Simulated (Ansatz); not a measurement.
Ansatz (a program for electronic structure) input (CCSD(T)/aug-cc-pV(D+d)Z):
A basis named .json is the Basis Set Exchange file of that set.

Ansatz 0.2 input:
```yaml
crystal:
  periodic: [false, false, false]
  atoms:
    - {symbol: Si, position_ang: [-0.69082782, -0.11451456, -0.45443293]}
    - {symbol: C, position_ang: [-1.80530143, 1.24301763, -1.15400959]}
    - {symbol: C, position_ang: [-1.48827505, -0.78190031, 1.11460318]}
    - {symbol: O, position_ang: [0.78764269, 0.47672861, -0.22627137]}
    - {symbol: Si, position_ang: [2.23393095, -0.24333365, 0.52343930]}
    - {symbol: H, position_ang: [-0.71676257, -1.22971618, -1.45670279]}
    - {symbol: H, position_ang: [-2.81104769, 0.86616892, -1.36463790]}
    - {symbol: H, position_ang: [-1.38921278, 1.64079461, -2.08293483]}
    - {symbol: H, position_ang: [-1.89274845, 2.07166504, -0.44588589]}
    - {symbol: H, position_ang: [-0.84192377, -1.54312903, 1.55490420]}
    - {symbol: H, position_ang: [-1.61199535, 0.01317520, 1.85491851]}
    - {symbol: H, position_ang: [-2.46934111, -1.22167740, 0.90906746]}
    - {symbol: H, position_ang: [1.93365336, -1.72687376, 0.15870115]}
    - {symbol: H, position_ang: [1.65625165, -0.44106499, 1.95309008]}
basis:
  gaussian:
    orbitals: aug-cc-pV_D+d_Z.json
total_charge: -1
magnetization: {spin_polarized: false}
correlation: {method: ccsd_t, electrons: outside_noble_gas}
output: {forces: true}
```

End of the output:

```
Atom 0 at    -0.690828    -0.114515    -0.454433 Å, force    -0.707971    -0.380962    -0.126946 eV/Å
Atom 1 at    -1.805301     1.243018    -1.154010 Å, force     0.214175    -0.253967     0.112233 eV/Å
Atom 2 at    -1.488275    -0.781900     1.114603 Å, force     0.117536     0.092334    -0.270212 eV/Å
Atom 3 at     0.787643     0.476729    -0.226271 Å, force     0.459559     0.775652    -0.166748 eV/Å
Atom 4 at     2.233931    -0.243334     0.523439 Å, force     0.453408    -0.249732     0.228172 eV/Å
Atom 5 at    -0.716763    -1.229716    -1.456703 Å, force     0.007900    -0.115379    -0.095602 eV/Å
Atom 6 at    -2.811048     0.866169    -1.364638 Å, force    -0.458331    -0.169421    -0.092254 eV/Å
Atom 7 at    -1.389213     1.640795    -2.082935 Å, force     0.180320     0.188671    -0.423599 eV/Å
Atom 8 at    -1.892748     2.071665    -0.445886 Å, force    -0.043982     0.379690     0.321148 eV/Å
Atom 9 at    -0.841924    -1.543129     1.554904 Å, force     0.279338    -0.364815     0.213372 eV/Å
Atom 10 at    -1.611995     0.013175     1.854919 Å, force    -0.054270     0.367276     0.339632 eV/Å
Atom 11 at    -2.469341    -1.221677     0.909067 Å, force    -0.441420    -0.196383    -0.083337 eV/Å
Atom 12 at     1.933653    -1.726874     0.158701 Å, force     0.002314    -0.090820    -0.046690 eV/Å
Atom 13 at     1.656252    -0.441065     1.953090 Å, force    -0.008576     0.017856     0.090831 eV/Å
Dipole moment:    -1.692010     0.198079    -0.284313 e Å
```

It need not be the lowest isomer of its formula. Whether it binds its extra electron was not tested at this geometry.
